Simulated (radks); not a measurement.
Species: Ce4+. Configuration: [Xe]. Calculated with a radial shooting solver on a logarithmic mesh with Libxc functionals: scalar-relativistic Kohn-Sham, PBEsol, spin-polarised, spherical densities, point nucleus.

Local quantities along the radius. ELF = 1/(1 + alpha^2) is the electron localisation function; alpha = (tau - tau_W)/tau_unif compares the Pauli kinetic energy density with that of the uniform gas (summed over spins); r v_xc is r times the local exchange-correlation potential of spin up (hartree bohr). tau is taken from the large components.

r (bohr)     ELF    alpha    r v_xc
0.0008651  0.999  0.02389  -0.08321
0.001145   0.999  0.02394  -0.09485
0.001502   0.999  0.02454   -0.1109
0.001988   0.999  0.02591   -0.1328
0.002609   0.999  0.02826   -0.1600
0.003453   0.999  0.03224   -0.1948
0.004532   0.999  0.03857   -0.2355
0.005996   0.998  0.04951   -0.2843
0.007871   0.995  0.06833   -0.3369
0.01041    0.989   0.1054   -0.3934
0.01367    0.968   0.1805   -0.4454
0.01809    0.888   0.3560   -0.4889
0.02374    0.650   0.7340   -0.5171
0.03141    0.368    1.310   -0.5400
0.04156    0.355    1.349   -0.6011
0.05455    0.581   0.8491   -0.7256
0.07218    0.744   0.5868   -0.8458
0.09474    0.654   0.7273   -0.8958
0.1254     0.365    1.320   -0.8914
0.1645     0.429    1.153   -0.9991
0.2177     0.722   0.6211    -1.175
0.2858     0.695   0.6631    -1.173
0.3781     0.230    1.829   -0.9826
0.4963     0.456    1.092    -1.125
0.6566     0.766   0.5521    -1.285
0.8619     0.516   0.9687    -1.163
1.14       0.283    1.593    -1.013
1.509      0.717   0.6290    -1.076
1.981      0.820   0.4693   -0.9668
2.621      0.509   0.9825   -0.6038
3.44       0.058    4.042   -0.4171
4.551      0.001    37.54   -0.1692

On this mesh the ELF has minima near r = 0.036, 0.14, 0.43, 1.1 bohr, which separate the shells, and maxima near 0.072 (0.74), 0.25 (0.76), 0.66 (0.77), 1.7 (0.82).
